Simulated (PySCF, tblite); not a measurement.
Compound: C5H16AlNO.
Cartesian coordinates in Å at the GFN2-xTB level; atoms count from 1:
```
atom  x, y, z in Å
C1     2.669    0.257    1.009
C2     1.384    1.019    0.705
C3     0.805    0.686   -0.665
N4     0.359   -0.703   -0.735
C5    -0.144   -1.038   -2.060
Al6   -1.052   -1.309    0.702
O7    -2.141   -0.058    0.678
C8    -3.098    0.948    0.723
H9     2.464   -0.801    1.157
H10    3.390    0.370    0.200
H11    3.119    0.636    1.923
H12    0.630    0.775    1.456
H13    1.581    2.093    0.741
H14   -0.071    1.314   -0.848
H15    1.548    0.892   -1.452
H16    1.163   -1.298   -0.543
H17   -0.443   -2.085   -2.074
H18    0.602   -0.859   -2.841
H19   -1.027   -0.432   -2.263
H20   -0.158   -1.432    1.969
H21   -1.507   -2.627    0.015
H22   -2.699    1.878    0.303
H23   -3.402    1.138    1.757
H24   -3.983    0.657    0.150
```

Jobs on this species (24 atoms, 74 electrons) with PySCF (density fitting) and tblite. Hardware of each: an Arm Neoverse N1 with one thread, on a shared host. The host was shared with other jobs, so the times are rough.

```tsv
level and settings	work	basis functions	SCF cycles	wall time
GFN2-xTB	Hessian by finite differences	–	–	?
GFN2-xTB	L-BFGS relaxation	–	–	2.7 s
PBE0/pcSseg-1	shieldings, charges and field gradients, density and orbital grids written	223	13	98 s
```

Q: Fill in the missing figures.

A: 
- GFN2-xTB; Hessian by finite differences: 1.8 s

Q: What do all jobs in the table cost together?

A: About 1.7 min; the longest takes about 96 % of that, and about 54 times as long as the shortest.
